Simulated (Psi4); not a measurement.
CH₃S (SMILES C[S-]), charge -1, singlet, at a GFN2-xTB geometry (a gas-phase anion, which may not be bound at this level); MP2/cc-pVDZ (Psi4 1.11).

Here is a job for Psi4.
```
memory 2 GB

molecule mol {
-1 1
  C    -0.031589    1.108495    0.006189
  S     0.019821   -0.695564   -0.003883
  H    -1.068375    1.463682   -0.032915
  H     0.434815    1.501210    0.917701
  H     0.505949    1.513161   -0.859785
}

set basis cc-pvdz
set reference rhf
set freeze_core true
set mp2_type conv
set scf_type pk
set puream true
set d_convergence 1e-8

energy('mp2')
print_variables()
```

Problem. Predict the main parts of the log of this Psi4 run.

Solution. 
```
   => Loading Basis Set <=

    Name: CC-PVDZ
    Role: ORBITAL
    Keyword: BASIS

         ---------------------------------------------------------
                                   SCF
               by Justin Turney, Rob Parrish, Andy Simmonett
                          and Daniel G. A. Smith
                              RHF Reference
         ---------------------------------------------------------

  ==> Geometry <==

    Molecular point group: c1
    Full point group: C1

    Geometry (in Angstrom), charge = -1, multiplicity = 1:

       Center              X                  Y                   Z               Mass
    ------------   -----------------  -----------------  -----------------  -----------------
         C           -0.034270974624     1.202622809043     0.006714218254    12.000000000000
         S            0.017139025376    -0.601436190957    -0.003357781746    31.972071174400
         H           -1.071056974624     1.557809809043    -0.032389781746     1.007825032230
         H            0.432133025376     1.595337809043     0.918226218254     1.007825032230
         H            0.503267025376     1.607288809043    -0.859259781746     1.007825032230

  Running in c1 symmetry.

  Rotational constants: A =      5.28548  B =      0.44177  C =      0.44177 [cm^-1]
  Rotational constants: A = 158454.70637  B =  13243.93525  C =  13243.93499 [MHz]
  Nuclear repulsion =   48.229831033419572

  Charge       = -1
  Multiplicity = 1
  Electrons    = 26
  Nalpha       = 13
  Nbeta        = 13

  ==> Algorithm <==

  SCF Algorithm Type is PK.
  DIIS enabled.
  MOM disabled.
  Fractional occupation disabled.
  Guess Type is SAD.
  Energy threshold   = 1.00e-08
  Density threshold  = 1.00e-08
  Integral threshold = 1.00e-12

  ==> Primary Basis <==

  Basis Set: CC-PVDZ
    Blend: CC-PVDZ
    Number of shells: 23
    Number of basis functions: 47
    Number of Cartesian functions: 49
    Spherical Harmonics?: true
    Max angular momentum: 2

  ==> Integral Setup <==

  Using in-core PK algorithm.
   Calculation information:
      Number of atoms:                   5
      Number of AO shells:              23
      Number of primitives:             87
      Number of atomic orbitals:        49
      Number of basis functions:        47

      Integral cutoff                 1.00e-12
      Number of threads:                 1

  Performing in-core PK
  Using 1273512 doubles for integral storage.
  We computed 38226 shell quartets total.
  Whereas there are 38226 unique shell quartets.

  ==> DiskJK: Disk-Based J/K Matrices <==

    J tasked:                  Yes
    K tasked:                  Yes
    wK tasked:                  No
    Schwarz Cutoff:          1E-12

  Minimum eigenvalue in the overlap matrix is 1.5604543817E-02.
  Reciprocal condition number of the overlap matrix is 3.3234472275E-03.
    Using symmetric orthogonalization.

  ==> Pre-Iterations <==

  SCF Guess: Superposition of Atomic Densities via on-the-fly atomic UHF (no occupation information).

   -------------------------
    Irrep   Nso     Nmo
   -------------------------
     A         47      47
   -------------------------
    Total      47      47
   -------------------------

  ==> Iterations <==

                        Total Energy        Delta E     RMS |[F,P]|

   @RHF iter SAD:  -436.50878601408692   -4.36509e+02   0.00000e+00
   @RHF iter   1:  -437.04550762407746   -5.36722e-01   7.21347e-03 ADIIS/DIIS
   @RHF iter   2:  -437.11986242076449   -7.43548e-02   2.63587e-03 ADIIS/DIIS
   @RHF iter   3:  -437.12848432955946   -8.62191e-03   5.28558e-04 ADIIS/DIIS
   @RHF iter   4:  -437.12913904796631   -6.54718e-04   2.03970e-04 ADIIS/DIIS
   @RHF iter   5:  -437.12922017326827   -8.11253e-05   4.25786e-05 DIIS
   @RHF iter   6:  -437.12922570900872   -5.53574e-06   1.22473e-05 DIIS
   @RHF iter   7:  -437.12922632213048   -6.13122e-07   3.25807e-06 DIIS
   @RHF iter   8:  -437.12922636142878   -3.92983e-08   4.51921e-07 DIIS
   @RHF iter   9:  -437.12922636215313   -7.24356e-10   4.19205e-08 DIIS
   @RHF iter  10:  -437.12922636215762   -4.49063e-12   6.04212e-09 DIIS
  Energy and wave function converged.

  ==> Post-Iterations <==

    Orbital Energies [Eh]
    ---------------------

    Doubly Occupied:

[...]
      13A     -0.050722

    Virtual:

[...]
      47A      2.985909

    Final Occupation by Irrep:
              A
    DOCC [    13 ]
    NA   [    13 ]
    NB   [    13 ]

  @RHF Final Energy:  -437.12922636215762

   => Energetics <=

    Nuclear Repulsion Energy =             48.2298310334195719
    One-Electron Energy =                -705.7887171658344414
    Two-Electron Energy =                 220.4296597702572740
    Total Energy =                       -437.1292263621575671

Computation Completed

Properties will be evaluated at   0.000000,   0.000000,   0.000000 [a0]

Properties computed using the SCF density matrix

 Multipole Moments:

 ------------------------------------------------------------------------------------
     Multipole            Electronic (a.u.)      Nuclear  (a.u.)        Total (a.u.)
 ------------------------------------------------------------------------------------

 L = 1.  Multiply by 2.5417464519 to convert [e a0] to [Debye]
 Dipole X            :          0.0993057           -0.1267219           -0.0274163
 Dipole Y            :         -3.4848090            4.4468926            0.9620836
 Dipole Z            :         -0.0194548            0.0248262            0.0053714
 Magnitude           :                                                    0.9624892

 ------------------------------------------------------------------------------------

 MINTS: Wrapper to libmints.
   by Justin Turney

   Calculation information:
      Number of threads:                 1
      Number of atoms:                   5
      Number of AO shells:              23
      Number of SO shells:              23
      Number of primitives:             87
[...]
  DIE_IF_NOT_CONVERGED          => (empty)
[...]
  FREEZE_CORE_POLICY            => (empty)
  FROZEN_DOCC                   => (empty)
  FROZEN_UOCC                   => (empty)
  INTEGRAL_PACKAGE              => (empty)
  IP_POLES                      => (empty)
  LEVEL_SHIFT                   => (empty)
  LITERAL_CFOUR                 => (empty)
  LS_THC_BASIS_TOLERANCE        => (empty)
  LS_THC_DF                     => (empty)
  LS_THC_PRUNING_SCHEME         => (empty)
  LS_THC_RADIAL_POINTS          => (empty)
  LS_THC_SPHERICAL_POINTS       => (empty)
  LS_THC_S_EPSILON              => (empty)
  LS_THC_WEIGHTS_TOLERANCE      => (empty)
  MAT_NUM_COLUMN_PRINT          => (empty)
  MAX_MOGRAD_CONVERGENCE        => (empty)
  MAX_RADIAL_MOMENT             => (empty)
  MBIS_D_CONVERGENCE            => (empty)
  MBIS_MAXITER                  => (empty)
  MBIS_PRUNING_SCHEME           => (empty)
  MBIS_RADIAL_POINTS            => (empty)
  MBIS_SPHERICAL_POINTS         => (empty)
  MOGRAD_DAMPING                => (empty)
  MOLDEN_WITH_VIRTUAL           => (empty)
  MO_MAXITER                    => (empty)
  MO_READ                       => (empty)
  MO_STEP_MAX                   => (empty)
  MO_WRITE                      => (empty)
  MP2_OS_SCALE                  => (empty)
  MP2_SOS_SCALE                 => (empty)
  MP2_SOS_SCALE2                => (empty)
  MP2_SS_SCALE                  => (empty)
  MP2_TYPE                      => CONV            !
  MP_TYPE                       => (empty)
  NAT_ORBS                      => (empty)
  NUM_FROZEN_DOCC               => (empty)
  NUM_FROZEN_UOCC               => (empty)
  NUM_GPUS                      => (empty)
  OCC_ORBS_PRINT                => (empty)
  OEPROP                        => (empty)
  OPT_METHOD                    => (empty)
  ORBITAL_OPTIMIZER_PACKAGE     => (empty)
  ORB_OPT                       => FALSE           !
  ORB_RESP_SOLVER               => (empty)
  ORTH_TYPE                     => (empty)
  OS_SCALE                      => (empty)
  PARENT_SYMMETRY               => (empty)
  PCG_BETA_TYPE                 => (empty)
  PCG_CONVERGENCE               => (empty)
  PCG_MAXITER                   => (empty)
  PCM                           => (empty)
  PE                            => (empty)
  PRINT                         => (empty)
  PRINT_NOONS                   => (empty)
  PROPERTIES                    => (empty)
  PROPERTIES_ORIGIN             => (empty)
  PUREAM                        => TRUE            !
  QC_MODULE                     => (empty)
  RAS1                          => (empty)
  RAS2                          => (empty)
  RAS3                          => (empty)
  RAS4                          => (empty)
  RELATIVISTIC                  => (empty)
  RELAXED                       => (empty)
  REMP_A                        => (empty)
  RESTRICTED_DOCC               => (empty)
  RESTRICTED_UOCC               => (empty)
  RMS_MOGRAD_CONVERGENCE        => (empty)
  R_CONVERGENCE                 => (empty)
  SCF_TYPE                      => PK              !
  SCREENING                     => (empty)
  SCS_TYPE                      => (empty)
  SOCC                          => (empty)
  SOS_TYPE                      => (empty)
  SPIN_SCALE_TYPE               => NONE            !
  SS_SCALE                      => (empty)
  SYMMETRIZE                    => (empty)
  TPDM_ABCD_TYPE                => (empty)
  WFN                           => (empty)
  WFN_TYPE                      => OMP2            !
  WRITER_FILE_LABEL             => (empty)
  ZORA_BASIS_TOLERANCE          => (empty)
  ZORA_NR_DEBUG                 => (empty)
  ZORA_PRUNING_SCHEME           => (empty)
  ZORA_RADIAL_POINTS            => (empty)
  ZORA_SPHERICAL_POINTS         => (empty)

 ==============================================================================
 ==============================================================================
 ==============================================================================

                             MP2
                    Program Written by Ugur Bozkaya,
              Additional Contributions by J. P. Misiewicz

 ==============================================================================
 ==============================================================================
 ==============================================================================

	MO spaces per irreps...

	IRREP   FC    OCC   VIR  FV
	==============================
	   A     6     7    34    0
	==============================

	Cost of iabc is      0 MB
	Cost of abcd is      8 MB
	Switching to the incore algorithm for iabc..
	Switching to the incore algorithm for abcd..

	Computing MP2 energy using SCF MOs (Canonical MP2)...
	==============================================================================
	Nuclear Repulsion Energy (a.u.)    :    48.22983103341957
	SCF Energy (a.u.)                  :  -437.12922636215762
	REF Energy (a.u.)                  :  -437.12922636215762
	Alpha-Alpha Contribution (a.u.)    :    -0.03329781172215
	Alpha-Beta Contribution (a.u.)     :    -0.21573879688805
	Beta-Beta Contribution (a.u.)      :    -0.03329781172215
	Scaled_SS Correlation Energy (a.u.):    -0.02219854114810
	Scaled_OS Correlation Energy (a.u.):    -0.25888655626566
	SCS-MP2 Total Energy (a.u.)        :  -437.41031145957140
	SOS-MP2 Total Energy (a.u.)        :  -437.38811291842330
	SCSN-MP2 Total Energy (a.u.)       :  -437.24643465941961
	SCS-MP2-VDW Total Energy (a.u.)    :  -437.43866983389648
	SOS-PI-MP2 Total Energy (a.u.)     :  -437.43126067780088
	MP2 Correlation Energy (a.u.)      :    -0.28233442033235
	MP2 Total Energy (a.u.)            :  -437.41156078248997
	==============================================================================

  Variable Map:
  ----------------------------------------------------------------------------
[...]
  Array Variable Map:
  ----------------------------------------------------------------------------
[...]
[...]
```
